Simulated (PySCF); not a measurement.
CH7GaN2, SMILES [CH3][Ga]([NH2])[NH2].

Coordinates come from a TPSSh-D3(BJ)/def2-SVP optimisation. The structure was generated by enumeration; whether it is a known compound was not checked. One conformer was computed; it need not be the lowest.

Two levels are set side by side: TDDFT-PBE/def2-SVPD (PySCF) and TDDFT-B3LYP/def2-SVPD (PySCF). Vertical, same geometry. The lowest singlet is HOMO→LUMO 100 % with PBE and HOMO→LUMO 99 % with the other functional; states are paired by order. Differences are taken from unrounded values.

| quantity | TDDFT-B3LYP |
|---|---|
| lowest singlet excitation (eV) | 5.02 |
| lowest triplet excitation (TDA) (eV) | 4.79 |
| first bright state (f over 0.05) (eV) | 5.83 |
| its oscillator strength | 0.09 |

Problem. What does TDDFT-PBE give, and how far is it from TDDFT-B3LYP? (The exact figures need the calculation; the answer reports its results.)

Solution. 
```csv
quantity,TDDFT-PBE,TDDFT-PBE minus TDDFT-B3LYP
lowest singlet excitation (eV),4.49,-0.53
lowest triplet excitation (TDA) (eV),4.31,-0.48
first bright state (f over 0.05) (eV),5.27,-0.56
its oscillator strength,0.06,-0.04
```

A lower first singlet is the usual sign of a functional without exact exchange. Differences between two approximate levels are no errors against the true value.

Rough cost on one machine, each run with all the roots and properties that it gave: TDDFT-B3LYP against TDDFT-PBE about 3 times.
